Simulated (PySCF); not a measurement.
AlBH4O4, SMILES O[B](O)[Al]([OH])[OH]. Atoms are numbered in the order given.

```xyz
10

B      0.0000     0.0000     1.2815
O     -1.2101     0.0000     1.9350
O      1.2101     0.0000     1.9350
Al     0.0000     0.0000    -0.8452
O      0.0000    -1.5097    -1.6822
O      0.0000     1.5097    -1.6822
H     -1.1331     0.0000     2.9116
H      1.1331     0.0000     2.9116
H      0.0000    -1.6234    -2.6444
H      0.0000     1.6234    -2.6444
```

Coordinates come from a PBE-D3(BJ)/def2-SVP optimisation. The structure was generated by enumeration; whether it is a known compound was not checked. One conformer was computed; it need not be the lowest.

Computed with PBE-D3(BJ)/def2-SVP (PySCF 2.14.0).

Frequencies are harmonic and unscaled.

### Question
List the normal modes with their intensities. (The exact figures need the calculation; the answer reports its results.)

### Answer

```tsv
mode	ν (cm⁻¹)	IR (km/mol)	moving atoms (share of kinetic energy)
1	20	0.0	O 95 %
2	110	8.4	O 69 %, Al 18 %, H 13 %
3	115	8.0	O 71 %, H 13 %, B 8 %, Al 8 %
4	210	15.2	O 79 %, H 16 %
5	260	0.0	H 94 %
6	287	37.7	Al 60 %, O 31 %
7	339	52.7	O 49 %, Al 35 %, H 16 %
8	348	240.4	H 84 %, O 15 %
9	426	17.5	B 49 %, H 44 %
10	478	0.0	H 95 %
11	498	373.2	H 85 %, O 11 %
12	542	34.4	O 50 %, H 27 %, B 21 %
13	576	0.0	H 63 %, O 37 %
14	619	141.5	H 46 %, B 32 %, O 22 %
15	793	126.5	O 47 %, Al 35 %, H 18 %
16	877	108.4	Al 49 %, O 47 %
17	914	161.5	H 92 %
18	994	55.5	O 52 %, H 43 %
19	1237	19.8	B 59 %, H 25 %, O 15 %
20	1357	272.4	B 70 %, O 30 %
21	3625	0.8	H 95 %
22	3630	0.2	H 94 %
23	3818	18.1	H 94 %
24	3820	68.2	H 94 %
```
